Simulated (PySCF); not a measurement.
C6H11O, SMILES C(=O)(C[C](C)C)C, multiplicity 2.

Geometry optimised at B3LYP-D3(BJ)/def2-SVP. The isomer is the one that the SMILES or the coordinates give; other isomers of the formula were not compared. One conformer was computed; it need not be the lowest.

These are SMD-PBE0/def2-SVP run with PySCF values and carry that method's errors.

Solvation free energies are E(SMD) − E(gas) at the gas-phase geometry, for 1 M in both phases. In vacuum the dipole moment is 2.58 D.

Problem. Estimate the solvation free energies in water, dimethylsulfoxide, benzene. (An estimate is asked for; the answer gives what the named calculation found.)

Solution. 
```csv
solvent,ΔG(solv) (kcal/mol),its non-electrostatic (CDS) part,dipole (D)
water,-2.9,4.4,3.83
dimethylsulfoxide,-5.4,-1.0,3.34
benzene,-5.5,-3.5,2.90
```
